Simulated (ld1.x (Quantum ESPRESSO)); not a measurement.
**Building the TM potential for Tm (Z = 69) (PBE, non-relativistic).**

The input file (ld1.x (Quantum ESPRESSO) 7.5):

```
&input
   title='Tm', zed=69., rel=0, dft='PBE', iswitch=3,
   config='[Xe] 4f13 5d0 6s1 6p0',
   nld=4, rlderiv=3.85, eminld=-4.0, emaxld=5.0, deld=0.02
 /
 &inputp
   pseudotype=2, tm=.true., lloc=1,
   nlcc=.false.,
   file_pseudopw='Tm.UPF', file_wfcaegen='ae.wfc', file_wfcncgen='nc.wfc', file_beta='beta', file_chi='chi'
 /
4
6S  1  0   1.00   0.00  3.55  3.55  0.0
5D  3  2   0.00   0.00  1.85  1.85  0.0
4F  4  3  13.00   0.00  0.55  0.55  0.0
5P  2  1   6.00   0.00  1.60  1.60  0.0
 &test
   configts(1)='4f13 5p6 5d0 6s1 6p0'
 /
```

Command:

```bash
ld1.x < Tm.in > Tm.out
```

Resulting log (shortened: banner, matrices, multipoles, cross overlaps and the repeated all-electron block are left out):

```
Program LD1 v.7.5
     --------------------------- All-electron run ----------------------------

     Tm

     atomic number is 69.00
     dft =PBE   lsd =0 sic =0 latt =0  beta=0.20 tr2=1.0E-14
     Exchange-correlation= PBE
                           (   1   4   3   4   0   0   0)
     mesh =1269 r(mesh) = 101.07810 a.u. xmin = -7.00 dx = 0.01250
     1 Ry =  13.60569312 eV

     n l     nl                  e(Ry)          e(Ha)          e(eV)
     1 0     1S 1( 2.00)     -4048.6841     -2024.3421    -55085.1538
     2 0     2S 1( 2.00)      -655.0036      -327.5018     -8911.7774
     2 1     2P 1( 6.00)      -625.6690      -312.8345     -8512.6610
     3 0     3S 1( 2.00)      -146.3240       -73.1620     -1990.8392
     3 1     3P 1( 6.00)      -132.9877       -66.4938     -1809.3892
     4 0     4S 1( 2.00)       -28.2738       -14.1369      -384.6840
     4 1     4P 1( 6.00)       -22.8856       -11.4428      -311.3740
     3 2     3D 1(10.00)      -108.1411       -54.0706     -1471.3348
     5 0     5S 1( 2.00)        -3.7585        -1.8792       -51.1364
     5 1     5P 1( 6.00)        -2.3563        -1.1782       -32.0596
     4 2     4D 1(10.00)       -13.1772        -6.5886      -179.2851
     4 3     4F 1(13.00)        -1.0155        -0.5078       -13.8170
     5 2     5D 1( 0.00)        -0.5288        -0.2644        -7.1948
     6 0     6S 1( 1.00)        -0.6222        -0.3111        -8.4655
     6 1     6P 1( 0.00)        -0.4064        -0.2032        -5.5292

     final scf error:  2.8E-15 reached in  30 iterations

     Etot =  -25887.390017 Ry,  -12943.695008 Ha, -352215.884323 eV

     Ekin =   25880.124409 Ry,   12940.062205 Ha,  352117.030699 eV
     Encl =  -61583.900739 Ry,  -30791.950369 Ha, -837891.654771 eV
     Eh   =   10361.540151 Ry,    5180.770075 Ha,  140975.935574 eV
     Exc  =    -545.153838 Ry,    -272.576919 Ha,   -7417.195825 eV

     normalization and overlap integrals

     s(1S/1S) =  1.000000  <r> =   0.0220  <r2> =    0.0006  r(max) =   0.0145
     s(2S/2S) =  1.000000  <r> =   0.0931  <r2> =    0.0102  r(max) =   0.0793
     s(2P/2P) =  1.000000  <r> =   0.0789  <r2> =    0.0075  r(max) =   0.0618
     s(3S/3S) =  1.000000  <r> =   0.2383  <r2> =    0.0647  r(max) =   0.2211
     s(3P/3P) =  1.000000  <r> =   0.2282  <r2> =    0.0602  r(max) =   0.2077
     s(4S/4S) =  1.000000  <r> =   0.5362  <r2> =    0.3243  r(max) =   0.4983
     s(4P/4P) =  1.000000  <r> =   0.5469  <r2> =    0.3401  r(max) =   0.5045
     s(3D/3D) =  1.000000  <r> =   0.2011  <r2> =    0.0474  r(max) =   0.1638
     s(5S/5S) =  1.000000  <r> =   1.3407  <r2> =    2.0258  r(max) =   1.1804
     s(5P/5P) =  1.000000  <r> =   1.5240  <r2> =    2.6478  r(max) =   1.3046
     s(4D/4D) =  1.000000  <r> =   0.5740  <r2> =    0.3824  r(max) =   0.5045
     s(4F/4F) =  1.000000  <r> =   0.7634  <r2> =    0.7838  r(max) =   0.4860
     s(5D/5D) =  1.000000  <r> =   2.6863  <r2> =    8.7897  r(max) =   1.8982
     s(6S/6S) =  1.000000  <r> =   3.8603  <r2> =   16.7668  r(max) =   3.3733
     s(6P/6P) =  1.000000  <r> =   4.8080  <r2> =   26.0317  r(max) =   4.1720

     ------------------------ End of All-electron run ------------------------

     --------------------- Generating NC pseudopotential ---------------------

      Generating local pot.: lloc=1, matching radius rcloc =   1.6000

      Wfc   6S  rcut= 3.546  Using Troullier-Martins method

      Wfc   5D  rcut= 1.851  Using Troullier-Martins method

      Wfc   4F  rcut= 0.544  Using Troullier-Martins method

     ------------------- End of pseudopotential generation -------------------

     Computing logarithmic derivative in   3.84650
     Message from routine run_pseudo:
     Warning: convergence not achieved
     Computing logarithmic derivative in   3.84650
     Computing the partial wave expansion
     R is outside the sphere for l=    0 j= 0.00
       no projector for channel:   1
     R is outside the sphere for l=    2 j= 0.00
     R is outside the sphere for l=    3 j= 0.00

     ---------------------- Testing the pseudopotential ----------------------

     Tm

     atomic number is 69.00   valence charge is 21.00
     dft =PBE   lsd =0 sic =0 latt =0  beta=0.20 tr2=1.0E-14
     mesh =1269 r(mesh) = 101.07810 xmin = -7.00 dx = 0.01250

     n l     nl             e AE (Ry)        e PS (Ry)    De AE-PS (Ry)
     4 3     4F   1(13.00)       -1.01553       -1.01553       -0.00000
     2 1     5P   1( 6.00)       -2.35634       -2.35634        0.00000
     3 2     5D   1( 0.00)       -0.52881       -0.52881        0.00000
     1 0     6S   1( 1.00)       -0.62220       -0.62220        0.00000
     3 1     6P   1( 0.00)       -0.40639       -0.40748        0.00109

     eps = 7.6E-12  iter =201

     Etot =  -25887.390017 Ry,  -12943.695008 Ha, -352215.884323 eV
     Etotps =  -367.627521 Ry,    -183.813761 Ha,   -5001.827238 eV

     Ekin =     677.207223 Ry,     338.603612 Ha,    9213.873660 eV
     Encl =    -734.385734 Ry,    -367.192867 Ha,   -9991.826932 eV
     Ehrt =     350.812592 Ry,     175.406296 Ha,    4773.048470 eV
     Ecxc =     -36.636467 Ry,     -18.318234 Ha,    -498.464530 eV
     Epseu=    -624.625135 Ry,    -312.312568 Ha,   -8498.457906 eV

     ---------------------- End of pseudopotential test ----------------------
```

A Bessel basis up to 400 Ry misses an occupied level by 0.90 Ry, so cutoffs were not judged. Note: ghost state, extra bound levels that the all-electron valence spectrum of the same l lacks: s at -15.4 eV (other channels not judged).

Generation and configuration tests took about 6.7 s on one core of a shared server CPU.
